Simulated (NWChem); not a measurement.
Species: BeIF; SMILES [F][Be][I]

Program: NWChem. All runs use the structure optimised with PBE0/def2-SVP. def2 effective core potentials on I; no spin-orbit coupling.

For level LDA (Slater exchange, VWN5)/def2-SVP:

| Property | Result |
|---|---|
| highest occupied level (eV) | -7.16 |
| orbital gap (eV) | 5.66 |

Q: How do the values read with level BLYP/def2-SVP instead?

A: 
| Quantity | Result |
|---|---|
| highest occupied level (eV) | -6.77 |
| orbital gap (eV) | 5.50 |
